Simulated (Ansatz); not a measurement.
Frontier orbitals of `[F][Ge]([Cl])([Cl])[Cl]`.

```tsv
atom	x (Å)	y (Å)	z (Å)
F1	1.219	1.203	0.371
Ge2	0.029	0.028	0.009
Cl3	0.770	-1.172	-1.555
Cl4	-0.299	-1.108	1.752
Cl5	-1.719	1.049	-0.576
```

Total charge 0; spin multiplicity 1. Correlated methods include outer-core shells of Ge, which these sets cover unevenly. Scalar relativity is left out up to krypton. Geometry: relaxed with PBE0-D4/def2-TZVP. Basis def2-TZVPP, the Gaussian-basis code of Ansatz.

```
             functional  HOMO (eV)  LUMO (eV)  gap (eV)
                    PBE      -8.34      -3.06      5.28
                 r2SCAN      -8.75      -2.82      5.93
                   PBE0      -9.82      -2.05      7.77
                r2SCAN0     -10.08      -1.91      8.17
HSE06 (plane-wave form)      -9.41      -2.43      6.98
              CAM-B3LYP     -11.19      -1.01     10.18
                ωB97M-V     -12.08       0.07     12.15
```

Against PBE, PBE0 changes HOMO and LUMO by −1.48 and +1.00 eV, ωB97M-V by −3.74 and +3.13 eV. A gap of 5.28 eV thus becomes 12.15 eV for the same molecule, so an orbital gap means little without its functional. A positive LUMO is unbound and depends on the basis.
